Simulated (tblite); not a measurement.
FGa, singlet, at a GFN2-xTB geometry (such geometries of metal compounds can be far from the true shape); GFN1-xTB with ALPB(water) (tblite).

Input for tblite:
```
$ tblite run mol.xyz --method gfn1 --charge 0 --spin 0 --alpb water --json tblite.json --no-restart

# file mol.xyz
2

Ga    -0.00000000    -0.00000000    -0.40479707
F      0.00000000     0.00000000     1.39430103
```

Question: Predict the main parts of the log of this tblite run.

Answer: 
```
xTB calculator
 | screened Coulomb repulsion
 | Coulomb electrostatics
 |  * isotropic Klopman-Ohno-Mataga-Nishimoto electrostatics
 |  * onsite third-order electrostatics
 | DFT-D3(BJ) dispersion correction
 | Interactions (3)
 | [1] alpb/gbsa reaction field model
 | [2] cds contribution to solvation
 | [3] empirical free energy shift and standard state/solvent correction

halogen bonding energy    0.0000000000000E+00 Eh
repulsion energy          2.6158602102248E-03 Eh
dispersion energy        -1.5720396920331E-04 Eh
interaction energy       -6.2307679308563E-03 Eh
number of electrons       1.0000000000000E+01 e
integral cutoff           4.0000000000000E+01 bohr

------------------------------------------------------------
  cycle        total energy    energy error   density error
------------------------------------------------------------
      1     -6.467942146111  -6.4641700E+00   5.1759291E-01
      2     -6.511169854828  -4.3227709E-02   2.2821407E-01
      3     -6.516062761553  -4.8929067E-03   5.4764660E-02
      4     -6.514289406295   1.7733553E-03   9.1552146E-02
      5     -6.517627563383  -3.3381571E-03   3.2395274E-03
      6     -6.517628462648  -8.9926507E-07   2.8277479E-03
      7     -6.517631903379  -3.4407312E-06   1.7363315E-04
      8     -6.517631915989  -1.2609728E-08   1.0637221E-05
------------------------------------------------------------

electronic energy        -6.5138598042989E+00 Eh
total energy             -6.5176319159887E+00 Eh

Post processing:
 | Mayer-Wiberg bond orders

[Info] JSON dump of results written to 'tblite.json'
```
